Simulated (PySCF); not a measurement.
## Spin-rotation constants: `[F][Ti-3]([F])([F])([F])([F])([F])[F]`, [F7Ti]3-, charge -3

Cartesian coordinates in Å; atom numbers follow the order of the lines, from 1:
```xyz
8

Ti    0.058   -0.042   -0.034
F     0.195   -0.164    1.828
F     0.466   -0.317   -2.017
F     2.076    0.216    0.166
F     0.195    1.746   -0.572
F    -1.899    1.353    1.070
F    -1.582   -0.757   -0.580
F     0.491   -2.034    0.139
```

Total charge -3.

Method: GIAO PW91/def2-SVP (def2-TZVP on Ti) magnetisability, rotational g tensor and spin-rotation constants, non-relativistic, gas phase in PySCF 2.14.0. Geometry: GFN2-xTB.

For an ion the centre-of-mass motion in the field is neglected. The highest occupied orbital is unbound at this level, so the values depend on the basis.

Q: Give the nuclear spin-rotation constants along the inertial axes (H = +C I·J) beside the isotropic shieldings.

A: Rotational constants 1.5662, 1.2380, 1.2361 GHz.
```tsv
atom	isotope	Caa (kHz)	Cbb (kHz)	Ccc (kHz)	mean (kHz)	σ (ppm)
F2	19F	5.721	3.543	3.538	4.267	-64.3
F3	19F	3.134	2.896	2.892	2.974	93.3
F4	19F	3.135	2.898	2.894	2.976	93.0
F5	19F	5.726	3.567	3.562	4.285	-66.7
F6	19F	0.565	3.227	3.222	2.338	158.9
F7	19F	5.710	3.538	3.533	4.260	-63.4
F8	19F	3.107	2.904	2.900	2.970	93.6
```
Where two moments of inertia are equal or nearly so, the constants along those axes are given as their average.
For the geometry as given, no vibrational averaging.
